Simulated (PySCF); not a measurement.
**Distorted geometries of Pb(CH3)2Cl2**

Pb(CH3)2Cl2 (singlet). PySCF 2.14.0, RKS B3LYP, Pb def2-SVP with ECP60, C def2-SVP, H def2-SVP, Cl def2-SVP; non-relativistic Hamiltonian with scalar-relativistic core potentials where named; density fitting; no spin-orbit coupling. Relaxed geometry:

```xyz
11

Pb    0.0000    0.0000    0.2663
C     1.5254    1.4472    1.0541
H     1.3171    2.3872    0.5279
H     1.4220    1.5525    2.1412
H     2.4965    1.0249    0.7672
C    -1.5254   -1.4472    1.0541
H    -1.3171   -2.3872    0.5279
H    -1.4220   -1.5525    2.1412
H    -2.4965   -1.0249    0.7672
Cl    1.3994   -1.4282   -1.2067
Cl   -1.3994    1.4282   -1.2067
```

Task: Order these distorted geometries by energy above the relaxed one, lowest first.
A.
```xyz
11

Pb    0.0554    0.1193    0.3831
C     1.5831    1.4462    0.9526
H     1.3632    2.1947    0.5393
H     1.3422    1.6107    2.0751
H     2.2749    1.0991    0.6216
C    -1.3479   -1.3846    1.0182
H    -1.2156   -2.4776    0.5235
H    -1.3497   -1.6216    2.2516
H    -2.5837   -0.8650    0.7456
Cl    1.3610   -1.4253   -0.9925
Cl   -1.4830    1.3041   -1.2845
```
B.
```xyz
11

Pb   -0.0265   -0.0609    0.2813
C     1.4454    1.4160    0.8819
H     1.3802    2.3325    0.5028
H     1.4658    1.5554    2.0854
H     2.4237    1.1141    0.8159
C    -1.6159   -1.4712    1.0338
H    -1.3629   -2.4939    0.6217
H    -1.3870   -1.5356    2.0640
H    -2.4335   -0.8596    0.8295
Cl    1.3703   -1.2853   -1.1423
Cl   -1.2598    1.2885   -1.1405
```
C.
```xyz
11

Pb   -0.0436    0.2517    0.4880
C     1.6001    1.4151    0.8665
H     1.2213    2.5578    0.6550
H     1.2628    1.6281    2.3581
H     2.5420    0.9467    0.5414
C    -1.4611   -1.7326    0.9360
H    -1.1218   -2.3898    0.4508
H    -1.5792   -1.4756    2.1943
H    -2.4923   -1.0221    0.5499
Cl    1.3956   -1.6126   -1.2002
Cl   -1.3239    1.4333   -1.0061
```

Result: B (1.57 eV), A (4.99 eV), C (6.32 eV).

Task: Which forces (eV/Å) act in the one that lies 6.32 eV up?

Result: 
```
Pb   -0.02  -6.40  -0.56
C    -1.21   5.37   4.91
H     1.69  -2.80  -0.30
H     1.84  -0.94  -3.82
H     0.04   0.44   0.41
C    -9.00  16.95  10.77
H     5.54 -10.63  -7.29
H     0.72  -2.06  -3.73
H     3.01  -2.92   0.57
Cl   -0.68   1.11   0.94
Cl   -1.94   1.87  -1.90
```
Forces carry noise of the integration grid, about 0.01 to 0.03 eV/Å.
